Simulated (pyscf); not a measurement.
Single points on ωB97X-D3(BJ)/def2-SVP structures (PySCF, gas phase). Correlated levels are frozen-core, on RHF or UHF. ΔMP2 is the change of the MP2 total energy from the triple- to the quadruple-zeta basis.

Task: PBE/def2-TZVP puts the barrier of SnH₂ (SMILES [SnH2]) [singlet] + SnH₄ (SMILES [SnH4]) → H₃Sn–SnH₃ (SMILES [SnH3][SnH3]) (insertion; singlet surface; H–Sn broken, Sn–Sn, H–Sn formed) at -8.9 kJ/mol and the reaction energy at -133.3 kJ/mol, from the separated reactants. What do r²SCAN/def2-TZVP, B3LYP-D3(BJ)/def2-TZVP, CCSD(T)/def2-TZVPP + ΔMP2(QZVPP) give on the same structures?

Result: r²SCAN: ΔE‡ = -14.2 kJ/mol, ΔE = -147.5 kJ/mol; B3LYP-D3(BJ): ΔE‡ = 10.0 kJ/mol, ΔE = -127.7 kJ/mol; CCSD(T): ΔE‡ = -4.6 kJ/mol, ΔE = -149.2 kJ/mol. PBE's barrier lies among them. Its reaction energy lies among theirs. On the reactant side the descent ends in an adduct with a Sn–Sn contact, 45.8 kJ/mol under the separated species and 27.2 kJ/mol under the saddle at ωB97X-D3(BJ)/def2-TZVP. At PBE, r²SCAN, CCSD(T) the saddle lies under the separated reactants, which points to a path from their complex (located at ωB97X-D3(BJ) alone). What is counted as formed (Sn–Sn) is already present as a longer contact in the reactant adduct; forming that adduct is a step of its own. At ωB97X-D3(BJ)/def2-TZVP the barrier from the zero used here is -18.5 kJ/mol. One saddle was located; it need not be the lowest between these sides. The CCSD(T) − MP2 part came from Ansatz, without density fitting, on the same reference. The frozen core leaves the outer d or s,p core shells of the metals and heavy elements correlated in the MP2 and CC values, and def2-TZVPP describes them poorly, which can shift differences by a few kcal/mol. Elements past Kr carry the def2 core potentials, without spin-orbit coupling.
